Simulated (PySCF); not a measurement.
Point-charge models of `CC[Si]1(C(Cl)Cl)CSC1` against its computed dipole.

Coordinates (GFN2-xTB, Å) and charges (e) from the PBE0/pcSseg-1 density (PySCF):

```tsv
atom	x	y	z	Mulliken	IAO	Hirshfeld	ESP-fitted
C1	2.406	0.163	0.253	-0.2871	-0.4111	-0.1213	-0.2673
C2	1.192	-0.538	0.862	-0.5661	-0.5316	-0.1525	+0.0496
Si3	-0.451	-0.080	0.026	+1.2179	+1.0652	+0.3861	+0.1410
C4	-0.828	1.813	0.115	-0.4807	-0.3772	-0.0547	-0.6590
Cl5	-0.552	2.382	1.775	-0.0727	-0.0651	-0.0385	+0.0234
Cl6	0.235	2.690	-1.009	-0.0740	-0.0634	-0.0282	+0.0121
C7	-0.783	-0.759	-1.732	-0.6432	-0.6349	-0.1760	-0.0790
S8	-2.182	-1.806	-1.151	-0.0369	+0.0709	-0.0267	-0.2622
C9	-1.977	-1.116	0.542	-0.6462	-0.6343	-0.1760	-0.0567
H10	2.493	-0.064	-0.806	+0.1180	+0.1388	+0.0375	+0.0777
H11	3.318	-0.161	0.749	+0.1218	+0.1456	+0.0439	+0.0658
H12	2.323	1.240	0.365	+0.1312	+0.1461	+0.0240	+0.1103
H13	1.334	-1.618	0.799	+0.1539	+0.1555	+0.0473	+0.0466
H14	1.135	-0.291	1.923	+0.1589	+0.1584	+0.0378	+0.0439
H15	-1.848	2.094	-0.144	+0.2165	+0.1905	+0.0532	+0.3910
H16	-1.133	-0.055	-2.483	+0.1747	+0.1631	+0.0335	+0.1035
H17	-0.013	-1.386	-2.171	+0.1721	+0.1617	+0.0376	+0.0940
H18	-2.874	-0.577	0.831	+0.1708	+0.1598	+0.0352	+0.0961
H19	-1.807	-1.921	1.249	+0.1711	+0.1621	+0.0377	+0.0692
```

Problem. Compute μ = Σ q r for each scheme (1 e·Å = 4.803 D) and compare with the dipole of the full density.

Solution. The full density gives (0.91, -0.31, 0.68) D, 1.17 D in size; dipole vectors point from the negative to the positive end.

```tsv
scheme	μx	μy	μz	size (D)	share of the full size (%)	angle to the full dipole (°)
Mulliken	1.71	-0.91	0.76	2.08	177	16
IAO	0.44	-0.97	0.37	1.12	96	44
Hirshfeld	0.24	0.19	0.33	0.45	38	44
ESP-fitted	0.82	-0.31	0.66	1.10	94	2
```

Problem. Which set comes closest?

Solution. Length of the difference vector: ESP-fitted 0.08 D, IAO 0.87 D, Hirshfeld 0.90 D, Mulliken 1.00 D. Closest: ESP-fitted. ESP charges are fitted to the potential around the molecule, whose slowest-falling term is the dipole's. The schemes that divide the density aren't constrained to reproduce the dipole.

Problem. What is left for the Hirshfeld atoms' own dipoles?

Solution. The shares of the density sum to the whole, so what Σ q r misses lies in dipoles about the nuclei. The atomic dipoles sum to (0.91, -0.31, 0.68) − (0.24, 0.19, 0.33) = (0.67, -0.50, 0.35) D, 0.90 D in size.

Problem. With the origin at the mean of the coordinates, (-0.001, 0.000, 0.000) Å, which are the largest single terms, by size, of the IAO dipole along the direction of the full one?

Solution. C7 +4.28, C2 -3.99, C1 -3.87, C9 +2.80, H11 +2.12 D; all 19 atoms together +0.80 D. The single terms depend on the origin, their sum doesn't.

Problem. Give the size of the full dipole in other units.

Solution. 1.17 D = 0.462 au = 0.245 e·Å = 3.92 × 10⁻³⁰ C·m.

Geometry: GFN2-xTB, one conformer, isolated molecule.

The values belong to the conformer `[CH3:1][CH2:2][Si:3]1([CH:4]([Cl:5])[Cl:6])[CH2:7][S:8][CH2:9]1`: C1–C2–Si3–C4 -59°, C2–Si3–C4–Cl5 -47°.
